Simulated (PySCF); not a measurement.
## Unknown compound

The spectra below were simulated for a compound C3H9BF3PSi.

$^{1}$H NMR (600 MHz, computed): δ 4.07 (m, 3H), 3.09 (m, 1H), 1.65 (m, 1H), 1.19 (br, 3H), 0.91 (m, 1H).

$^{13}$C{$^{1}$H} NMR (computed): δ 132.0, 27.0, 1.0.

[PySCF: structure optimised with PBE0-D3(BJ)/def2-SVP; GIAO B3LYP/pcSseg-1 shieldings; single conformer; no relativistic terms; gas phase; equivalent nuclei averaged]

Chemical shifts δ = σref − σ; $^{1}$H (σref 31.38) and $^{13}$C (σref 179.24) against TMS, all at this level.

Question: Propose a structure and justify it.

Answer: 
3 carbon signals for 3 carbons: no two carbons are equivalent. Carbon types of the structure: 1 × C, 2 × CH, leaving 7 H on heteroatoms. δC 132.0: CF3 carbon; 3 electronegative neighbours deshield it. δC 27.0, 1.0: three-membered-ring carbon; carbons of three-membered rings are unusually shielded. δH 4.07: hydrogen on a silicon bonded to C. δH 3.09: hydrogen on a phosphorus bonded to 2 C, B, in a 3-membered ring. δH 1.65, 0.91: hydrogen on a three-membered-ring carbon. δH 1.19: hydrogen on a boron bonded to P.

The compound is SMILES [BH3-][P@@H+]1[C@H]([SiH3])[C@H]1C(F)(F)F.

This is the structure that produced the data.

Hydrogens on boron are broadened and split by $^{11}$B (spin 3/2, 80 %) and 10B (spin 3). Splittings by $^{19}$F and $^{31}$P in the carbon and heteronuclear signals aren't shown, as no couplings were computed. Shifts are as computed. Against solution values, carbons near 30 ppm lie about +2 ppm off and those near 130 ppm about +6 ppm. Of 1211 compounds with measured shifts, 218 miss one by over three times the rms of a fit or turn the order of signals round; such compounds aren't used in these exercises. No couplings were computed; multiplicities are counted from neighbouring protons, with m where these are inequivalent, close in shift, in a saturated or five-membered ring or joined by F or P, and br s for small geminal =CH2 splittings.
